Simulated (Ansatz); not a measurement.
Reaction (substitution at a C–S bond): `BS[C]1=[CH][AlH]1` + H–F → `F[C]1=[CH][AlH]1` + `BS`

Program: Ansatz. Geometries: PBE0-D4/def2-TZVP. ΔE: electronic, gas phase. CCSD(T)/CBS adds triple-zeta CCSD(T) − MP2 to the extrapolated MP2 energy (def2 sets, frozen cores). This one scheme is used for every species. DFT in def2-TZVPP. Each species was taken in one conformer, which may not be the lowest.

```tsv
level	ΔE (kcal/mol)
LDA (SPW92)	9.0
PBE0-D4	11.1
r2SCAN0-D4	10.6
PBE	8.4
PBE0	9.6
r2SCANh	9.6
LC-ωPBE	8.1
MP2/CBS(def2)	17.3
```

Q: What does CCSD(T)/CBS give? (An estimate is asked.)

A: The calculation gave: +13.3 kcal/mol. The listed levels differ from it by -4.3, -2.2, -2.7, -4.9, -3.7, -3.7, -5.2, 4.0 kcal/mol.

Q: What do rigid-rotor, harmonic-oscillator terms from PBE0-D4/def2-TZVP frequencies (298.15 K, 1 bar) make of the CCSD(T)/CBS value? (An estimate is asked.)

A: The calculation gave: ΔZPE = 0.0 kcal/mol, ΔH = +12.5 kcal/mol, ΔS = 20 J/(mol·K), ΔG = +11.1 kcal/mol.

Largest T1 diagnostic among the species: 0.016.

Leaving LDA and LC-ωPBE aside and taking each functional with its dispersion term where it has one, the values, not all of them listed here, spread over 4.2 kcal/mol, from CAM-B3LYP-D4 to PBE-QIDH. From PBE to PBE0 (25 % exact exchange), in def2-TZVPP and without D4, ΔE moves by +1.2 kcal/mol.
